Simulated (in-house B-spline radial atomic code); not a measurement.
Configurations of neutral phosphorus, with energies counted from [Ne] 3s2 (3p1/2)2 (3p3/2)1. Level of theory: Dirac-Hartree-Fock, average of each configuration as written, Fermi nucleus of rms radius 3.1889 fm; calculated with an all-electron radial atomic-structure program (B-spline basis). Energies include first-order Breit, QED and recoil terms.

Occupations are held fixed; configurations that lie above the ionisation limit could autoionise.

```json
{"configuration": "[Ne] 3s2 (3p1/2)2 (4f5/2)1", "E - E(ref) (eV)": "8.2068", "highest orbital": "4f5/2", "its <r> (bohr)": "17.98"}
{"configuration": "[Ne] 3s2 (3p1/2)2 (7d5/2)1", "E - E(ref) (eV)": "8.7707", "highest orbital": "7d5/2", "its <r> (bohr)": "67.94"}
{"configuration": "[Ne] 3s1 (3p1/2)2 (3p3/2)2", "E - E(ref) (eV)": "9.4301", "highest orbital": "3p1/2", "its <r> (bohr)": "2.358"}
{"configuration": "[Ne] 3s1 (3p1/2)1 (3p3/2)2 (7f5/2)1", "E - E(ref) (eV)": "17.673", "highest orbital": "7f5/2", "its <r> (bohr)": "67.44"}
{"configuration": "[Ne] 3s1 (3p1/2)2 (3p3/2)1 (5g9/2)1", "E - E(ref) (eV)": "17.736", "highest orbital": "5g9/2", "its <r> (bohr)": "27.5"}
```

Question: Order these further configurations by energy, lowest first.
A. [Ne] 3s2 (3p1/2)1 (3p3/2)1 (6g7/2)1
B. [Ne] 3s2 (3p3/2)3
C. [Ne] 3s2 (3p3/2)2 (6f5/2)1
D. [Ne] 3s2 (3p3/2)2 (5g7/2)1
E. [Ne] 3s1 (3p3/2)3 (4f5/2)1

Answer: B (0.095531 eV), A (8.157 eV), D (8.2434 eV), C (8.4095 eV), E (17.548 eV).

Question: How far above the reference does [Ne] 3s1 (3p1/2)2 (3p3/2)1 (7g7/2)1 lie?

Answer: 18.002 eV; its least bound orbital is 7g7/2 with <r> = 63.5 bohr.
